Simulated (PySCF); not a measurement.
**GaSn⁺: energy against distance**

Set-up: basis Ga cc-pVDZ-PP with ECP10, Sn cc-pVDZ-PP with ECP28; scalar-relativistic core potentials; PySCF 2.14. Energies in eV from Ga⁺ + Sn in their ground configurations at the same level. State: ³Π (triplet), unpaired electrons σ ↑, π ↑.

All columns are PBE0. A positive dipole points towards Sn; it is taken about the centre of mass and depends on that origin.

```tsv
R (Å)	E (eV)	μ (D)	Mulliken charge on Ga (basis-dependent)	HOMO (eV)	LUMO (eV)	Mayer bond order	⟨S²⟩
2.654	-0.904	-1.43	0.45	-10.81	-9.05	1.00	2.01
2.777	-1.054	-1.71	0.48	-10.60	-8.85	0.92	2.01
2.901	-1.133	-2.04	0.51	-10.41	-8.66	0.85	2.01
2.993	-1.159	-2.30	0.53	-10.29	-8.54	0.80	2.01
3.086	-1.165	-2.57	0.55	-10.17	-8.42	0.75	2.01
3.179	-1.156	-2.84	0.56	-10.06	-8.30	0.71	2.01
3.302	-1.128	-3.22	0.58	-9.92	-8.16	0.66	2.01
3.456	-1.077	-3.69	0.60	-9.77	-8.00	0.61	2.01
3.642	-1.003	-4.26	0.62	-9.61	-7.83	0.56	2.00
3.888	-0.896	-4.99	0.65	-9.42	-7.62	0.52	2.00
```

A fit through these points gives, at Re = 3.073 Å, μ = -2.53 D and dμ/dR = -2.94 D/Å; the reduced mass is 43.77 u.

Problem. How strong is the fundamental in the double-harmonic approximation, I = 42.26·(dμ/dR)²/μred km/mol?

Solution. I = 42.26·(-2.94)²/43.77 = 8.35 km/mol at PBE0.

Spin–orbit coupling is left out, which matters for elements this heavy, above all for dissociation energies. For an ion De counts to the pair picked by the measured ionisation energies or electron affinities, which need not be the lowest pair at this level. The state was picked by a PBE0 search and need not be the measured ground state.
